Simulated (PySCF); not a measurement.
Compound: C4H12GeSi.
Bonds: Si1–Ge2, Ge2–C3, C3–C4, C4–C5, C5–C6, C3–C6. Hydrogens: H7, H8, H9 on Si1; H10, H11 on Ge2; H12 on C3; H13, H14 on C4; H15, H16 on C5; H17, H18 on C6.

Theory: PBE0-D3(BJ)/def2-SVP geometry optimisation, gas phase in PySCF.

Some entries are withheld. Bonds in one row agree within 0.01 Å.

```json
{"coordinate": "Si1–Ge2", "value": "?"}
{"coordinate": "Ge2–C3", "value": "?"}
{"coordinate": "C3–C4, C3–C6", "value": "?"}
{"coordinate": "C4–C5, C5–C6", "value": "?"}
{"coordinate": "Si1–H7, Si1–H8, Si1–H9", "value": "1.496 Å"}
{"coordinate": "Ge2–H10, Ge2–H11", "value": "1.546 Å"}
{"coordinate": "C3–H12", "value": "1.102 Å"}
{"coordinate": "C4–H13, C6–H18", "value": "1.101 Å"}
{"coordinate": "C4–H14, C6–H17", "value": "1.102 Å"}
{"coordinate": "C5–H15", "value": "1.100 Å"}
{"coordinate": "C5–H16", "value": "1.102 Å"}
{"coordinate": "Si1–Ge2–C3", "value": "?"}
{"coordinate": "Ge2–C3–C4", "value": "?"}
{"coordinate": "C4–C3–C6", "value": "88.6°"}
{"coordinate": "C3–C4–C5", "value": "89.0°"}
{"coordinate": "C4–C5–C6", "value": "?"}
```

Problem. Fill in the missing values.

Solution. 
- Si1–Ge2 = 2.387 Å, drawn single (ends: SiH3 silicon; germanium bonded to C, Si and 2 H); 0.08 Å above the sum of covalent radii, 2.31 Å.
- Ge2–C3 = 1.966 Å, drawn single (ends: germanium bonded to C, Si and 2 H; sp3 carbon bound to germanium); 0.01 Å above the sum of covalent radii, 1.96 Å.
- C3–C4, C3–C6 = 1.549 Å, drawn single (sp3 carbon bound to germanium to four-membered-ring carbon); 0.03 Å above the sum of covalent radii, 1.52 Å.
- C4–C5, C5–C6 = 1.541 Å, drawn single (both ends four-membered-ring carbon); 0.02 Å above the sum of covalent radii, 1.52 Å.
- Si1–Ge2–C3 = 111.3°, at the germanium bonded to C, Si and 2 H; the outer atoms are 3.601 Å apart.
- Ge2–C3–C4 = 114.3°, at the sp3 carbon bound to germanium; the outer atoms are 2.962 Å apart.
- C4–C5–C6 = 89.2°, at the four-membered-ring carbon, inside a 4-membered ring; the outer atoms are 2.163 Å apart.

Radii are Cordero's, carbon taken as 0.76, 0.73 or 0.69 Å for four, three, and two or fewer neighbours.

Stationary, but not proved a minimum. The numbers are those of one conformer (Si1–Ge2–C3–C4 49°, Ge2–C3–C4–C5 -101°, C3–C4–C5–C6 -16°, C4–C5–C6–C3 16°, Ge2–C3–C6–C5 101°).
